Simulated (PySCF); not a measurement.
## Calculated data, AlBFH₂

All values are calculated (PySCF 2.14.0). Calculation on a computer-drawn molecule: vertical ionisation energy to the stated ion spin, frozen-core CCSD(T) at the basis limit and cheaper methods, single-reference cases, UHF for radicals, no spin-orbit; all values are single points at the evaluated structure, the first of each entry, which is the reference or a displaced copy of it and isn't optimised; the reference structure only sets the zero of the energies above reference; triples share is (T) over the correlation energy.

Common to all runs: charge 0; multiplicity 2; ion multiplicity 1; diffuse functions no; basis cc-pV(n+d)Z; reference is the Hartree-Fock double-zeta minimum; best is HF at quadruple zeta + MP2 correlation extrapolated from triple and quadruple zeta + CCSD(T) minus MP2 at triple zeta; basis step is the size of the change from the same recipe one zeta lower.

(1) 
```xyz
5
formula=AlBFH2 ionisation_energy_best=7.65 ionisation_energy_basis_step=0.03291 energy_above_reference_best=0.7374 energy_above_reference_basis_step=0.05388 total_energy_HF_triple_zeta=-367.2706 total_energy_CCSD(T)_triple_zeta=-367.7109 total_energy_best=-367.7846 T1_diagnostic_at_triple_zeta=0.02417 D1_diagnostic_at_triple_zeta=0.09841 spin_squared_at_triple_zeta=0.8093 ion_T1_diagnostic_at_triple_zeta=0.01537 ion_D1_diagnostic_at_triple_zeta=0.03788 triples_share_at_triple_zeta=0.02971 basis_functions_triple_zeta=127 dipole_magnitude_HF_at_triple_zeta=1.377 dipole_magnitude_CCSD_unrelaxed_at_triple_zeta=1.115 dipole_magnitude_PBE_at_triple_zeta=1.105 dipole_magnitude_r2SCAN_at_triple_zeta=1.089 dipole_magnitude_B3LYP_at_triple_zeta=1.171 dipole_magnitude_wB97X_at_triple_zeta=1.167
B     -2.4711    -0.3848     3.1663
Al    -1.3229    -1.8833     2.1019
F      0.3088    -1.7995     1.9866
H     -2.9426     0.5657     2.5749
H     -2.7564    -0.5458     4.2751
```

Units: ionisation_energy_best, ionisation_energy_basis_step in eV; energy_above_reference_best, energy_above_reference_basis_step in kcal/mol; total_energy_HF_triple_zeta, total_energy_CCSD(T)_triple_zeta, total_energy_best in hartree; dipole_magnitude_HF_at_triple_zeta, dipole_magnitude_CCSD_unrelaxed_at_triple_zeta, dipole_magnitude_PBE_at_triple_zeta, dipole_magnitude_r2SCAN_at_triple_zeta, dipole_magnitude_B3LYP_at_triple_zeta, dipole_magnitude_wB97X_at_triple_zeta in debye.

Reference structure:
```xyz
5
AlBFH2
B     -2.4605    -0.3918     3.1692
Al    -1.3376    -1.8899     2.0990
F      0.3203    -1.8024     1.9861
H     -2.9435     0.5442     2.5910
H     -2.7681    -0.5586     4.3187
```

Drawn bonds:
```csv
atom,other atom,order
1,2,1
2,3,1
1,4,1
1,5,1
```

Triple zeta:
```csv
method,ionisation energy (eV),energy above reference (kcal/mol)
HF,7.409,0.2738
PBE,7.739,1.095
r2SCAN,7.86,0.7399
B3LYP,7.768,0.7274
wB97X,7.642,0.7649
MP2,7.481,0.7351
CCSD,7.589,0.6564
CCSD(T),7.593,0.7343
```

(2) 
```xyz
5
formula=AlBFH2 ionisation_energy_best=7.886 ionisation_energy_basis_step=0.03582 energy_above_reference_best=13.29 energy_above_reference_basis_step=0.07632 total_energy_HF_triple_zeta=-367.2470 total_energy_CCSD(T)_triple_zeta=-367.6911 total_energy_best=-367.7646 T1_diagnostic_at_triple_zeta=0.02442 D1_diagnostic_at_triple_zeta=0.09617 spin_squared_at_triple_zeta=0.8031 ion_T1_diagnostic_at_triple_zeta=0.01677 ion_D1_diagnostic_at_triple_zeta=0.04161 triples_share_at_triple_zeta=0.03074 basis_functions_triple_zeta=127 dipole_magnitude_HF_at_triple_zeta=1.584 dipole_magnitude_CCSD_unrelaxed_at_triple_zeta=1.35 dipole_magnitude_PBE_at_triple_zeta=1.373 dipole_magnitude_r2SCAN_at_triple_zeta=1.378 dipole_magnitude_B3LYP_at_triple_zeta=1.436 dipole_magnitude_wB97X_at_triple_zeta=1.369
B     -2.4412    -0.4365     3.1555
Al    -1.3382    -1.8898     2.1151
F      0.3522    -1.7887     1.9700
H     -3.0106     0.7391     2.4972
H     -2.7568    -0.5531     4.3058
```

Units: ionisation_energy_best, ionisation_energy_basis_step in eV; energy_above_reference_best, energy_above_reference_basis_step in kcal/mol; total_energy_HF_triple_zeta, total_energy_CCSD(T)_triple_zeta, total_energy_best in hartree; dipole_magnitude_HF_at_triple_zeta, dipole_magnitude_CCSD_unrelaxed_at_triple_zeta, dipole_magnitude_PBE_at_triple_zeta, dipole_magnitude_r2SCAN_at_triple_zeta, dipole_magnitude_B3LYP_at_triple_zeta, dipole_magnitude_wB97X_at_triple_zeta in debye.

Reference structure:
```xyz
5
AlBFH2
B     -2.4605    -0.3918     3.1692
Al    -1.3376    -1.8899     2.0990
F      0.3203    -1.8024     1.9861
H     -2.9435     0.5442     2.5910
H     -2.7681    -0.5586     4.3187
```

Drawn bonds:
```csv
atom,other atom,order
1,2,1
2,3,1
1,4,1
1,5,1
```

Triple zeta:
```csv
method,ionisation energy (eV),energy above reference (kcal/mol)
HF,7.69,15.07
PBE,7.937,11.8
r2SCAN,8.074,13.02
B3LYP,7.989,13.42
wB97X,7.872,13.54
MP2,7.715,13.96
CCSD,7.829,13.47
CCSD(T),7.826,13.19
```

(3) 
```xyz
5
formula=AlBFH2 ionisation_energy_best=7.664 ionisation_energy_basis_step=0.03632 energy_above_reference_best=1.942 energy_above_reference_basis_step=0.1849 total_energy_HF_triple_zeta=-367.2648 total_energy_CCSD(T)_triple_zeta=-367.7088 total_energy_best=-367.7827 T1_diagnostic_at_triple_zeta=0.03201 D1_diagnostic_at_triple_zeta=0.1477 spin_squared_at_triple_zeta=0.8151 ion_T1_diagnostic_at_triple_zeta=0.01522 ion_D1_diagnostic_at_triple_zeta=0.03712 triples_share_at_triple_zeta=0.03037 basis_functions_triple_zeta=127 dipole_magnitude_HF_at_triple_zeta=1.175 dipole_magnitude_CCSD_unrelaxed_at_triple_zeta=0.8677 dipole_magnitude_PBE_at_triple_zeta=1.133 dipole_magnitude_r2SCAN_at_triple_zeta=1.048 dipole_magnitude_B3LYP_at_triple_zeta=1.04 dipole_magnitude_wB97X_at_triple_zeta=0.8833
B     -2.4874    -0.4434     3.1798
Al    -1.3644    -1.7702     2.1907
F      0.2810    -1.8945     2.0186
H     -3.0250     0.5194     2.7581
H     -2.7458    -0.6198     4.3086
```

Units: ionisation_energy_best, ionisation_energy_basis_step in eV; energy_above_reference_best, energy_above_reference_basis_step in kcal/mol; total_energy_HF_triple_zeta, total_energy_CCSD(T)_triple_zeta, total_energy_best in hartree; dipole_magnitude_HF_at_triple_zeta, dipole_magnitude_CCSD_unrelaxed_at_triple_zeta, dipole_magnitude_PBE_at_triple_zeta, dipole_magnitude_r2SCAN_at_triple_zeta, dipole_magnitude_B3LYP_at_triple_zeta, dipole_magnitude_wB97X_at_triple_zeta in debye.

Reference structure:
```xyz
5
AlBFH2
B     -2.4605    -0.3918     3.1692
Al    -1.3376    -1.8899     2.0990
F      0.3203    -1.8024     1.9861
H     -2.9435     0.5442     2.5910
H     -2.7681    -0.5586     4.3187
```

Drawn bonds:
```csv
atom,other atom,order
1,2,1
2,3,1
1,4,1
1,5,1
```

Triple zeta:
```csv
method,ionisation energy (eV),energy above reference (kcal/mol)
HF,7.337,3.946
PBE,7.818,0.8979
r2SCAN,7.909,0.8177
B3LYP,7.802,1.408
wB97X,7.616,2.066
MP2,7.448,2.61
CCSD,7.586,2.247
CCSD(T),7.604,2.072
```

(4) 
```xyz
5
formula=AlBFH2 ionisation_energy_best=7.682 ionisation_energy_basis_step=0.03669 energy_above_reference_best=2.706 energy_above_reference_basis_step=0.2352 total_energy_HF_triple_zeta=-367.2629 total_energy_CCSD(T)_triple_zeta=-367.7075 total_energy_best=-367.7815 T1_diagnostic_at_triple_zeta=0.03321 D1_diagnostic_at_triple_zeta=0.1544 spin_squared_at_triple_zeta=0.8174 ion_T1_diagnostic_at_triple_zeta=0.01522 ion_D1_diagnostic_at_triple_zeta=0.03719 triples_share_at_triple_zeta=0.03046 basis_functions_triple_zeta=127 dipole_magnitude_HF_at_triple_zeta=1.143 dipole_magnitude_CCSD_unrelaxed_at_triple_zeta=0.8893 dipole_magnitude_PBE_at_triple_zeta=1.181 dipole_magnitude_r2SCAN_at_triple_zeta=1.093 dipole_magnitude_B3LYP_at_triple_zeta=1.073 dipole_magnitude_wB97X_at_triple_zeta=0.8962
B     -2.4874    -0.4434     3.1798
Al    -1.3801    -1.7516     2.2045
F      0.2653    -1.8759     2.0324
H     -3.0250     0.5194     2.7581
H     -2.7458    -0.6198     4.3086
```

Units: ionisation_energy_best, ionisation_energy_basis_step in eV; energy_above_reference_best, energy_above_reference_basis_step in kcal/mol; total_energy_HF_triple_zeta, total_energy_CCSD(T)_triple_zeta, total_energy_best in hartree; dipole_magnitude_HF_at_triple_zeta, dipole_magnitude_CCSD_unrelaxed_at_triple_zeta, dipole_magnitude_PBE_at_triple_zeta, dipole_magnitude_r2SCAN_at_triple_zeta, dipole_magnitude_B3LYP_at_triple_zeta, dipole_magnitude_wB97X_at_triple_zeta in debye.

Reference structure:
```xyz
5
AlBFH2
B     -2.4605    -0.3918     3.1692
Al    -1.3376    -1.8899     2.0990
F      0.3203    -1.8024     1.9861
H     -2.9435     0.5442     2.5910
H     -2.7681    -0.5586     4.3187
```

Drawn bonds:
```csv
atom,other atom,order
1,2,1
2,3,1
1,4,1
1,5,1
```

Triple zeta:
```csv
method,ionisation energy (eV),energy above reference (kcal/mol)
HF,7.346,5.127
PBE,7.843,1.48
r2SCAN,7.932,1.412
B3LYP,7.823,2.07
wB97X,7.633,2.791
MP2,7.461,3.554
CCSD,7.604,3.089
CCSD(T),7.623,2.877
```

(5) 
```xyz
5
formula=AlBFH2 ionisation_energy_best=7.682 ionisation_energy_basis_step=0.03669 energy_above_reference_best=2.706 energy_above_reference_basis_step=0.2352 total_energy_HF_triple_zeta=-367.2629 total_energy_CCSD(T)_triple_zeta=-367.7075 total_energy_best=-367.7815 T1_diagnostic_at_triple_zeta=0.03321 D1_diagnostic_at_triple_zeta=0.1544 spin_squared_at_triple_zeta=0.8174 ion_T1_diagnostic_at_triple_zeta=0.01522 ion_D1_diagnostic_at_triple_zeta=0.03719 triples_share_at_triple_zeta=0.03046 basis_functions_triple_zeta=127 dipole_magnitude_HF_at_triple_zeta=1.143 dipole_magnitude_CCSD_unrelaxed_at_triple_zeta=0.8893 dipole_magnitude_PBE_at_triple_zeta=1.181 dipole_magnitude_r2SCAN_at_triple_zeta=1.093 dipole_magnitude_B3LYP_at_triple_zeta=1.073 dipole_magnitude_wB97X_at_triple_zeta=0.8962
B     -2.4874    -0.4434     3.1798
Al    -1.3801    -1.7516     2.2045
F      0.2653    -1.8759     2.0324
H     -3.0250     0.5194     2.7581
H     -2.7458    -0.6198     4.3086
```

Units: ionisation_energy_best, ionisation_energy_basis_step in eV; energy_above_reference_best, energy_above_reference_basis_step in kcal/mol; total_energy_HF_triple_zeta, total_energy_CCSD(T)_triple_zeta, total_energy_best in hartree; dipole_magnitude_HF_at_triple_zeta, dipole_magnitude_CCSD_unrelaxed_at_triple_zeta, dipole_magnitude_PBE_at_triple_zeta, dipole_magnitude_r2SCAN_at_triple_zeta, dipole_magnitude_B3LYP_at_triple_zeta, dipole_magnitude_wB97X_at_triple_zeta in debye.

Reference structure:
```xyz
5
AlBFH2
B     -2.4605    -0.3918     3.1692
Al    -1.3376    -1.8899     2.0990
F      0.3203    -1.8024     1.9861
H     -2.9435     0.5442     2.5910
H     -2.7681    -0.5586     4.3187
```

Drawn bonds:
```csv
atom,other atom,order
1,2,1
2,3,1
1,4,1
1,5,1
```

Triple zeta:
```csv
method,ionisation energy (eV),energy above reference (kcal/mol)
HF,7.346,5.127
PBE,7.843,1.48
r2SCAN,7.932,1.412
B3LYP,7.823,2.07
wB97X,7.633,2.791
MP2,7.461,3.554
CCSD,7.604,3.089
CCSD(T),7.623,2.877
```

(6) 
```xyz
5
formula=AlBFH2 ionisation_energy_best=7.623 ionisation_energy_basis_step=0.03537 energy_above_reference_best=0.993 energy_above_reference_basis_step=0.05483 total_energy_HF_triple_zeta=-367.2677 total_energy_CCSD(T)_triple_zeta=-367.7105 total_energy_best=-367.7842 T1_diagnostic_at_triple_zeta=0.029 D1_diagnostic_at_triple_zeta=0.1303 spin_squared_at_triple_zeta=0.8094 ion_T1_diagnostic_at_triple_zeta=0.01523 ion_D1_diagnostic_at_triple_zeta=0.03694 triples_share_at_triple_zeta=0.03016 basis_functions_triple_zeta=127 dipole_magnitude_HF_at_triple_zeta=1.252 dipole_magnitude_CCSD_unrelaxed_at_triple_zeta=0.8734 dipole_magnitude_PBE_at_triple_zeta=1.027 dipole_magnitude_r2SCAN_at_triple_zeta=0.9588 dipole_magnitude_B3LYP_at_triple_zeta=0.9899 dipole_magnitude_wB97X_at_triple_zeta=0.9199
B     -2.4874    -0.4434     3.1798
Al    -1.3228    -1.8193     2.1541
F      0.3226    -1.9436     1.9820
H     -3.0250     0.5194     2.7581
H     -2.7458    -0.6198     4.3086
```

Units: ionisation_energy_best, ionisation_energy_basis_step in eV; energy_above_reference_best, energy_above_reference_basis_step in kcal/mol; total_energy_HF_triple_zeta, total_energy_CCSD(T)_triple_zeta, total_energy_best in hartree; dipole_magnitude_HF_at_triple_zeta, dipole_magnitude_CCSD_unrelaxed_at_triple_zeta, dipole_magnitude_PBE_at_triple_zeta, dipole_magnitude_r2SCAN_at_triple_zeta, dipole_magnitude_B3LYP_at_triple_zeta, dipole_magnitude_wB97X_at_triple_zeta in debye.

Reference structure:
```xyz
5
AlBFH2
B     -2.4605    -0.3918     3.1692
Al    -1.3376    -1.8899     2.0990
F      0.3203    -1.8024     1.9861
H     -2.9435     0.5442     2.5910
H     -2.7681    -0.5586     4.3187
```

Drawn bonds:
```csv
atom,other atom,order
1,2,1
2,3,1
1,4,1
1,5,1
```

Triple zeta:
```csv
method,ionisation energy (eV),energy above reference (kcal/mol)
HF,7.316,2.073
PBE,7.761,0.3818
r2SCAN,7.858,0.2912
B3LYP,7.755,0.6865
wB97X,7.582,1.173
MP2,7.423,1.243
CCSD,7.549,1.108
CCSD(T),7.563,1.015
```

(7) 
```xyz
5
formula=AlBFH2 ionisation_energy_best=7.557 ionisation_energy_basis_step=0.03295 energy_above_reference_best=3.788 energy_above_reference_basis_step=0.2615 total_energy_HF_triple_zeta=-367.2655 total_energy_CCSD(T)_triple_zeta=-367.7064 total_energy_best=-367.7797 T1_diagnostic_at_triple_zeta=0.02284 D1_diagnostic_at_triple_zeta=0.09252 spin_squared_at_triple_zeta=0.7984 ion_T1_diagnostic_at_triple_zeta=0.0154 ion_D1_diagnostic_at_triple_zeta=0.0364 triples_share_at_triple_zeta=0.02987 basis_functions_triple_zeta=127 dipole_magnitude_HF_at_triple_zeta=1.402 dipole_magnitude_CCSD_unrelaxed_at_triple_zeta=1.068 dipole_magnitude_PBE_at_triple_zeta=0.9121 dipole_magnitude_r2SCAN_at_triple_zeta=0.9142 dipole_magnitude_B3LYP_at_triple_zeta=1.065 dipole_magnitude_wB97X_at_triple_zeta=1.176
B     -2.4874    -0.4434     3.1798
Al    -1.2100    -1.9526     2.0547
F      0.4354    -2.0769     1.8826
H     -3.0250     0.5194     2.7581
H     -2.7458    -0.6198     4.3086
```

Units: ionisation_energy_best, ionisation_energy_basis_step in eV; energy_above_reference_best, energy_above_reference_basis_step in kcal/mol; total_energy_HF_triple_zeta, total_energy_CCSD(T)_triple_zeta, total_energy_best in hartree; dipole_magnitude_HF_at_triple_zeta, dipole_magnitude_CCSD_unrelaxed_at_triple_zeta, dipole_magnitude_PBE_at_triple_zeta, dipole_magnitude_r2SCAN_at_triple_zeta, dipole_magnitude_B3LYP_at_triple_zeta, dipole_magnitude_wB97X_at_triple_zeta in debye.

Reference structure:
```xyz
5
AlBFH2
B     -2.4605    -0.3918     3.1692
Al    -1.3376    -1.8899     2.0990
F      0.3203    -1.8024     1.9861
H     -2.9435     0.5442     2.5910
H     -2.7681    -0.5586     4.3187
```

Drawn bonds:
```csv
atom,other atom,order
1,2,1
2,3,1
1,4,1
1,5,1
```

Triple zeta:
```csv
method,ionisation energy (eV),energy above reference (kcal/mol)
HF,7.277,3.45
PBE,7.654,3.941
r2SCAN,7.767,3.986
B3LYP,7.675,3.739
wB97X,7.539,3.94
MP2,7.386,3.404
CCSD,7.489,3.528
CCSD(T),7.496,3.55
```

(8) 
```xyz
5
formula=AlBFH2 ionisation_energy_best=7.729 ionisation_energy_basis_step=0.03422 energy_above_reference_best=0.05539 energy_above_reference_basis_step=0.001201 total_energy_HF_triple_zeta=-367.2710 total_energy_CCSD(T)_triple_zeta=-367.7120 total_energy_best=-367.7857 T1_diagnostic_at_triple_zeta=0.02395 D1_diagnostic_at_triple_zeta=0.09621 spin_squared_at_triple_zeta=0.8075 ion_T1_diagnostic_at_triple_zeta=0.0158 ion_D1_diagnostic_at_triple_zeta=0.03919 triples_share_at_triple_zeta=0.02992 basis_functions_triple_zeta=127 dipole_magnitude_HF_at_triple_zeta=1.495 dipole_magnitude_CCSD_unrelaxed_at_triple_zeta=1.232 dipole_magnitude_PBE_at_triple_zeta=1.198 dipole_magnitude_r2SCAN_at_triple_zeta=1.195 dipole_magnitude_B3LYP_at_triple_zeta=1.285 dipole_magnitude_wB97X_at_triple_zeta=1.282
B     -2.4671    -0.3948     3.1672
Al    -1.3360    -1.8861     2.0962
F      0.3216    -1.7987     1.9852
H     -2.9473     0.5500     2.5909
H     -2.7723    -0.5513     4.3162
```

Units: ionisation_energy_best, ionisation_energy_basis_step in eV; energy_above_reference_best, energy_above_reference_basis_step in kcal/mol; total_energy_HF_triple_zeta, total_energy_CCSD(T)_triple_zeta, total_energy_best in hartree; dipole_magnitude_HF_at_triple_zeta, dipole_magnitude_CCSD_unrelaxed_at_triple_zeta, dipole_magnitude_PBE_at_triple_zeta, dipole_magnitude_r2SCAN_at_triple_zeta, dipole_magnitude_B3LYP_at_triple_zeta, dipole_magnitude_wB97X_at_triple_zeta in debye.

Reference structure:
```xyz
5
AlBFH2
B     -2.4605    -0.3918     3.1692
Al    -1.3376    -1.8899     2.0990
F      0.3203    -1.8024     1.9861
H     -2.9435     0.5442     2.5910
H     -2.7681    -0.5586     4.3187
```

Drawn bonds:
```csv
atom,other atom,order
1,2,1
2,3,1
1,4,1
1,5,1
```

Triple zeta:
```csv
method,ionisation energy (eV),energy above reference (kcal/mol)
HF,7.499,0.02034
PBE,7.805,0.08575
r2SCAN,7.931,0.07741
B3LYP,7.841,0.0829
wB97X,7.719,0.0564
MP2,7.559,0.02498
CCSD,7.668,0.04277
CCSD(T),7.669,0.05
```

(9) 
```xyz
5
formula=AlBFH2 ionisation_energy_best=7.832 ionisation_energy_basis_step=0.03512 energy_above_reference_best=21.98 energy_above_reference_basis_step=0.2947 total_energy_HF_triple_zeta=-367.2345 total_energy_CCSD(T)_triple_zeta=-367.6775 total_energy_best=-367.7508 T1_diagnostic_at_triple_zeta=0.02256 D1_diagnostic_at_triple_zeta=0.08435 spin_squared_at_triple_zeta=0.8036 ion_T1_diagnostic_at_triple_zeta=0.01668 ion_D1_diagnostic_at_triple_zeta=0.03985 triples_share_at_triple_zeta=0.03059 basis_functions_triple_zeta=127 dipole_magnitude_HF_at_triple_zeta=1.54 dipole_magnitude_CCSD_unrelaxed_at_triple_zeta=1.284 dipole_magnitude_PBE_at_triple_zeta=1.177 dipole_magnitude_r2SCAN_at_triple_zeta=1.189 dipole_magnitude_B3LYP_at_triple_zeta=1.324 dipole_magnitude_wB97X_at_triple_zeta=1.354
B     -2.4763    -0.3595     3.0397
Al    -1.2160    -2.0354     2.0935
F      0.4730    -2.0517     1.8965
H     -3.0122     0.4813     2.6977
H     -2.8570    -0.6774     4.3951
```

Units: ionisation_energy_best, ionisation_energy_basis_step in eV; energy_above_reference_best, energy_above_reference_basis_step in kcal/mol; total_energy_HF_triple_zeta, total_energy_CCSD(T)_triple_zeta, total_energy_best in hartree; dipole_magnitude_HF_at_triple_zeta, dipole_magnitude_CCSD_unrelaxed_at_triple_zeta, dipole_magnitude_PBE_at_triple_zeta, dipole_magnitude_r2SCAN_at_triple_zeta, dipole_magnitude_B3LYP_at_triple_zeta, dipole_magnitude_wB97X_at_triple_zeta in debye.

Reference structure:
```xyz
5
AlBFH2
B     -2.4605    -0.3918     3.1692
Al    -1.3376    -1.8899     2.0990
F      0.3203    -1.8024     1.9861
H     -2.9435     0.5442     2.5910
H     -2.7681    -0.5586     4.3187
```

Drawn bonds:
```csv
atom,other atom,order
1,2,1
2,3,1
1,4,1
1,5,1
```

Triple zeta:
```csv
method,ionisation energy (eV),energy above reference (kcal/mol)
HF,7.62,22.95
PBE,7.892,21.17
r2SCAN,8.029,22.13
B3LYP,7.945,21.72
wB97X,7.836,22.39
MP2,7.67,22.26
CCSD,7.774,21.96
CCSD(T),7.771,21.74
```

(10) 
```xyz
5
formula=AlBFH2 ionisation_energy_best=7.727 ionisation_energy_basis_step=0.03463 energy_above_reference_best=1.04 energy_above_reference_basis_step=0.1912 total_energy_HF_triple_zeta=-367.2686 total_energy_CCSD(T)_triple_zeta=-367.7102 total_energy_best=-367.7841 T1_diagnostic_at_triple_zeta=0.02605 D1_diagnostic_at_triple_zeta=0.1092 spin_squared_at_triple_zeta=0.8133 ion_T1_diagnostic_at_triple_zeta=0.01571 ion_D1_diagnostic_at_triple_zeta=0.03936 triples_share_at_triple_zeta=0.02998 basis_functions_triple_zeta=127 dipole_magnitude_HF_at_triple_zeta=1.447 dipole_magnitude_CCSD_unrelaxed_at_triple_zeta=1.183 dipole_magnitude_PBE_at_triple_zeta=1.237 dipole_magnitude_r2SCAN_at_triple_zeta=1.213 dipole_magnitude_B3LYP_at_triple_zeta=1.267 dipole_magnitude_wB97X_at_triple_zeta=1.211
B     -2.4535    -0.4197     3.1640
Al    -1.3855    -1.8507     2.1182
F      0.2672    -1.7855     2.0521
H     -2.8507     0.5121     2.5745
H     -2.7880    -0.5671     4.3458
```

Units: ionisation_energy_best, ionisation_energy_basis_step in eV; energy_above_reference_best, energy_above_reference_basis_step in kcal/mol; total_energy_HF_triple_zeta, total_energy_CCSD(T)_triple_zeta, total_energy_best in hartree; dipole_magnitude_HF_at_triple_zeta, dipole_magnitude_CCSD_unrelaxed_at_triple_zeta, dipole_magnitude_PBE_at_triple_zeta, dipole_magnitude_r2SCAN_at_triple_zeta, dipole_magnitude_B3LYP_at_triple_zeta, dipole_magnitude_wB97X_at_triple_zeta in debye.

Reference structure:
```xyz
5
AlBFH2
B     -2.4605    -0.3918     3.1692
Al    -1.3376    -1.8899     2.0990
F      0.3203    -1.8024     1.9861
H     -2.9435     0.5442     2.5910
H     -2.7681    -0.5586     4.3187
```

Drawn bonds:
```csv
atom,other atom,order
1,2,1
2,3,1
1,4,1
1,5,1
```

Triple zeta:
```csv
method,ionisation energy (eV),energy above reference (kcal/mol)
HF,7.491,1.527
PBE,7.817,0.7867
r2SCAN,7.938,0.6699
B3LYP,7.844,0.9294
wB97X,7.709,1.022
MP2,7.547,1.346
CCSD,7.665,1.206
CCSD(T),7.669,1.185
```
